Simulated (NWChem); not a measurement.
Everything below was run with NWChem. System: BO, charge 1, spin multiplicity 1, at the geometry of a parent with another charge or spin, in a state set for the comparison that need not be this species' ground state. Level: RHF/def2-TZVPD.

NWChem printed:

```
             Northwest Computational Chemistry Package (NWChem) 7.3.0
             --------------------------------------------------------

                                NWChem Input Module
                                -------------------

 Scaling coordinates for geometry "geometry" by  1.889725989
 (inverse scale =  0.529177249)

 Turning off AUTOSYM since
 SYMMETRY directive was detected!

                             Geometry "geometry" -> ""
                             -------------------------

 Output coordinates in angstroms (scale by  1.889725989 to convert to a.u.)

  No.       Tag          Charge          X              Y              Z
 ---- ---------------- ---------- -------------- -------------- --------------
    1 B                    5.0000     0.00000000     0.00000000     0.74054800
    2 O                    8.0000     0.00000000     0.00000000    -0.46284200

 Effective nuclear repulsion energy (a.u.)      17.5895511513

            Nuclear Dipole moment (a.u.)
            ----------------------------
        X                 Y               Z
 ---------------- ---------------- ----------------
     0.0000000000     0.0000000000     0.0000075589

      Symmetry information
      --------------------

 Group name             C2v
 Group number             16
 Group order               4
 No. of unique centers     2

      Symmetry unique atoms

     1    2


 Summary of "ao basis" -> "" (spherical)
 ------------------------------------------------------------------------------
       Tag                 Description            Shells   Functions and Types
 ---------------- ------------------------------  ------  ---------------------
 *                         def2-tzvpd                 on all atoms

 Summary of "ao basis" -> "ao basis" (spherical)
 ------------------------------------------------------------------------------
       Tag                 Description            Shells   Functions and Types
 ---------------- ------------------------------  ------  ---------------------
 B                         def2-tzvpd               13       37   6s3p3d1f
 O                         def2-tzvpd               14       40   6s4p3d1f

                                 NWChem SCF Module
                                 -----------------

  ao basis        = "ao basis"
  functions       =    77
  atoms           =     2
  closed shells   =     6
  open shells     =     0
  charge          =   1.00
  wavefunction    = RHF
  use symmetry    = T
  symmetry adapt  = T

 Summary of "ao basis" -> "ao basis" (spherical)
 ------------------------------------------------------------------------------
       Tag                 Description            Shells   Functions and Types
 ---------------- ------------------------------  ------  ---------------------
 B                         def2-tzvpd               13       37   6s3p3d1f
 O                         def2-tzvpd               14       40   6s4p3d1f

      Symmetry analysis of basis
      --------------------------

        a1         35
        a2          8
        b1         17
        b2         17

 Forming initial guess at       0.1s

      Superposition of Atomic Density Guess
      -------------------------------------

 Sum of atomic energies:         -99.31914292

 Renormalizing density from      13.00 to     12

      Non-variational initial energy
      ------------------------------

 Total energy =     -94.297388
 1-e energy   =    -156.743130
 2-e energy   =      44.856191
 HOMO         =      -1.148596
 LUMO         =      -0.669694

      Symmetry analysis of molecular orbitals - initial
      -------------------------------------------------

 !! scf_movecs_sym_adapt:   50 vectors were symmetry contaminated

  Symmetry fudging

 !! scf_movecs_sym_adapt:   46 vectors were symmetry contaminated

  Numbering of irreducible representations:

     1 a1          2 a2          3 b1          4 b2

  Orbital symmetries:

     1 a1          2 a1          3 a1          4 a1          5 b2
     6 b1          7 a1          8 b1          9 b2         10 a1
    11 a1         12 b2         13 b1         14 a1         15 a1
    16 a2

 Starting SCF solution at       0.8s

 ----------------------------------------------
         Quadratically convergent ROHF

 Convergence threshold     :          1.000E-07
 Maximum no. of iterations :          100
 Final Fock-matrix accuracy:          1.000E-09
 ----------------------------------------------

              iter       energy          gnorm     gmax       time
             ----- ------------------- --------- --------- --------
                 1      -98.5139530243  3.51D+00  1.03D+00      0.8
                 2      -99.0313486524  6.67D-01  2.29D-01      0.8
                 3      -99.0593773426  4.39D-01  1.30D-01      0.8
                 4      -99.0672343620  1.23D-01  4.61D-02      0.9
                 5      -99.0688699484  1.06D-02  5.04D-03      1.0
                 6      -99.0688874087  9.12D-05  3.95D-05      1.0
                 7      -99.0688874093  3.55D-09  1.47D-09      1.2

       Final RHF  results
       ------------------

         Total SCF energy =    -99.068887409299
      One-electron energy =   -166.391692763229
      Two-electron energy =     49.733254202610
 Nuclear repulsion energy =     17.589551151321

        Time for solution =      0.4s

       Symmetry analysis of molecular orbitals - final
       -----------------------------------------------

  Numbering of irreducible representations:

     1 a1          2 a2          3 b1          4 b2

  Orbital symmetries:

     1 a1          2 a1          3 a1          4 a1          5 b2
     6 b1          7 a1          8 b1          9 b2         10 a1
    11 a1         12 b1         13 b2         14 a1         15 a1
    16 a2

             Final eigenvalues
             -----------------

              1
    1  -20.9362
    2   -8.1710
    3   -1.6761
    4   -0.9612
    5   -0.8591
    6   -0.8591
    7   -0.4557
    8   -0.1917
    9   -0.1917
   10   -0.1129
   11   -0.0812
   12   -0.0400
   13   -0.0400
   14   -0.0160
   15   -0.0115
   16   -0.0115

                       ROHF Final Molecular Orbital Analysis
                       -------------------------------------

 Vector    4  Occ=2.000000D+00  E=-9.611658D-01  Symmetry=a1
              MO Center=  1.6D-31,  1.4D-32, -4.6D-01, r^2= 7.0D-01
   Bfn.  Coefficient  Atom+Function         Bfn.  Coefficient  Atom+Function
  ----- ------------  ---------------      ----- ------------  ---------------
    46      0.403646  2 O  pz                49      0.305058  2 O  pz
     3      0.297104  1 B  s                 42     -0.284780  2 O  s
    41     -0.281722  2 O  s                  4      0.242812  1 B  s
     9     -0.168385  1 B  pz                40     -0.152409  2 O  s

 Vector    5  Occ=2.000000D+00  E=-8.590527D-01  Symmetry=b2
              MO Center=  2.2D-32,  2.4D-17, -1.6D-01, r^2= 8.5D-01
   Bfn.  Coefficient  Atom+Function         Bfn.  Coefficient  Atom+Function
  ----- ------------  ---------------      ----- ------------  ---------------
    45      0.401823  2 O  py                48      0.362412  2 O  py
     8      0.257256  1 B  py                11      0.173085  1 B  py
    51      0.162149  2 O  py

 Vector    6  Occ=2.000000D+00  E=-8.590527D-01  Symmetry=b1
              MO Center= -3.0D-17,  4.3D-32, -1.6D-01, r^2= 8.5D-01
   Bfn.  Coefficient  Atom+Function         Bfn.  Coefficient  Atom+Function
  ----- ------------  ---------------      ----- ------------  ---------------
    44      0.401823  2 O  px                47      0.362412  2 O  px
     7      0.257256  1 B  px                10      0.173085  1 B  px
    50      0.162149  2 O  px

 Vector    7  Occ=0.000000D+00  E=-4.556783D-01  Symmetry=a1
              MO Center= -1.0D-15, -5.4D-16,  1.2D+00, r^2= 1.2D+00
   Bfn.  Coefficient  Atom+Function         Bfn.  Coefficient  Atom+Function
  ----- ------------  ---------------      ----- ------------  ---------------
     4      0.351491  1 B  s                 12      0.350385  1 B  pz
     9      0.312016  1 B  pz                 3      0.248560  1 B  s
     5      0.172807  1 B  s

 Vector    8  Occ=0.000000D+00  E=-1.917277D-01  Symmetry=b1
              MO Center=  2.9D-15, -1.4D-31,  9.2D-01, r^2= 2.7D+00
   Bfn.  Coefficient  Atom+Function         Bfn.  Coefficient  Atom+Function
  ----- ------------  ---------------      ----- ------------  ---------------
    10      0.381745  1 B  px                13      0.327002  1 B  px
     7      0.325070  1 B  px                44     -0.230114  2 O  px
    29     -0.212305  1 B  d  1              47     -0.212725  2 O  px
    50     -0.177132  2 O  px

 Vector    9  Occ=0.000000D+00  E=-1.917277D-01  Symmetry=b2
              MO Center= -2.5D-31,  7.8D-16,  9.2D-01, r^2= 2.7D+00
   Bfn.  Coefficient  Atom+Function         Bfn.  Coefficient  Atom+Function
  ----- ------------  ---------------      ----- ------------  ---------------
    11      0.381745  1 B  py                14      0.327002  1 B  py
     8      0.325070  1 B  py                45     -0.230114  2 O  py
    27      0.212305  1 B  d -1              48     -0.212725  2 O  py
    51     -0.177132  2 O  py

 center of mass
 --------------
 x =   0.00000000 y =   0.00000000 z =   0.05247064

 moments of inertia (a.u.)
 ------------------
          33.722575220064           0.000000000000           0.000000000000
           0.000000000000          33.722575220064           0.000000000000
           0.000000000000           0.000000000000           0.000000000000

  Mulliken analysis of the total density
  --------------------------------------

    Atom       Charge   Shell Charges
 -----------   ------   -------------------------------------------------------
    1 B    5     4.05   0.91  1.07  0.42  0.23 -0.00 -0.00  0.79  0.49  0.01  0.06  0.05 -0.00  0.02
    2 O    8     7.95   0.79  1.18  0.62  0.92  0.24 -0.04  1.75  1.82  0.59  0.03  0.00  0.03  0.01  0.00

       Multipole analysis of the density wrt the origin
       ------------------------------------------------

     L   x y z        total         open         nuclear
     -   - - -        -----         ----         -------
     0   0 0 0      1.000000      0.000000     13.000000

     1   1 0 0      0.000000      0.000000      0.000000
     1   0 1 0     -0.000000      0.000000      0.000000
     1   0 0 1      2.759721      0.000000      0.000008

     2   2 0 0     -6.036509      0.000000      0.000000
     2   1 1 0     -0.000000      0.000000      0.000000
     2   1 0 1      0.000000      0.000000      0.000000
     2   0 2 0     -6.036509      0.000000      0.000000
     2   0 1 1      0.000000      0.000000      0.000000
     2   0 0 2     -0.466767      0.000000     15.912086

 Task  times  cpu:        1.2s     wall:        1.2s

 Total times  cpu:        1.2s     wall:        1.2s
```

**Question.** Write an NWChem input that would produce this output.

**Answer.** One answer among several that fit: 
```
start mol
memory heap 200 mb stack 900 mb global 1100 mb
charge 1
geometry units angstroms nocenter noautoz
  B      0.000000     0.000000     0.740548
  O      0.000000     0.000000    -0.462842
  symmetry group C2v
end
basis spherical
  * library def2-tzvpd
end
scf
  rhf
  nopen 0
  maxiter 100
  thresh 1e-7
  semidirect memsize 60000000 filesize 0
end
task scf energy
```
